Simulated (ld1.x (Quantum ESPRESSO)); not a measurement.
# An all-electron radial function and its pseudo partner (O (Z = 8))

Columns: radius, all-electron u(r) and pseudo u(r) of the 2p shell (level -9.30 eV) of oxygen in the configuration [He] 2s1.75 2p4.25; LDA (PZ), scalar-relativistic, TM scheme, ld1.x (Quantum ESPRESSO) 7.5.

```csv
r (bohr),all-electron,pseudo
0.060,0.0434,0.0192
0.120,0.1390,0.0749
0.180,0.2534,0.1614
0.240,0.3685,0.2700
0.300,0.4748,0.3900
0.360,0.5679,0.5100
0.420,0.6462,0.6199
0.480,0.7096,0.7118
0.540,0.7589,0.7818
0.600,0.7955,0.8290
0.660,0.8209,0.8560
0.720,0.8364,0.8669
0.780,0.8437,0.8662
0.840,0.8441,0.8582
0.900,0.8388,0.8462
0.960,0.8289,0.8318
1.020,0.8152,0.8160
1.080,0.7987,0.7988
1.140,0.7799,0.7799
1.200,0.7594,0.7594
1.260,0.7377,0.7377
1.320,0.7151,0.7151
1.380,0.6920,0.6920
1.440,0.6686,0.6686
1.500,0.6451,0.6451
1.560,0.6217,0.6217
```

How many radial nodes do the two functions have?

The all-electron 2p function has n − l − 1 = 0; the pseudo-wave has 0.

At about which radius was the pseudo-wave matched?

1.20 bohr. The columns agree to 0.0005 from 1.08 bohr on; several derivatives are matched, so the curves merge somewhat inside the radius.

Is the pseudo-wave norm-conserving?

Yes: the TM scheme keeps the norm inside the radius equal to the all-electron one, which fixes the energy derivative of the logarithmic derivative at the level.
